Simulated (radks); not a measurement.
The table gives one normalised radial function P(r) = r R(r) of Te in [Kr] 4d10 5s2 5p4 (r in bohr). All-electron calculation, scalar-relativistic Kohn-Sham, BLYP, spin-unpolarised, spherical densities, point nucleus. Program: a radial shooting solver on a logarithmic mesh with Libxc functionals.

r	P
0.0009642	0.0210
0.001485	0.0304
0.002306	0.0436
0.003552	0.0605
0.005515	0.0809
0.008496	0.1002
0.01319	0.1091
0.02032	0.0900
0.0313	0.0232
0.0486	-0.0912
0.07485	-0.1761
0.1162	-0.0910
0.179	0.1677
0.278	0.2309
0.4282	-0.1718
0.6595	-0.3823
1.024	0.2009
1.577	0.7675
2.449	0.6341
3.773	0.2276
5.858	0.0315
9.023	0.0013

Which n and l does it have? It may be an empty orbital.

Answer. n = 5, l = 0: the number of nodes gives n - l - 1 = 4, the rise at small r (about r^(l+1), flatter next to the nucleus through relativity) gives l, and the extent must fit the shell. The curve is that of 5s. 5s: eigenvalue -14.994 eV, 4 radial nodes at r = 0.0346, 0.137, 0.368, 0.914 bohr, <r> = 2.08 bohr, 90 % of the charge inside 3.06 bohr.
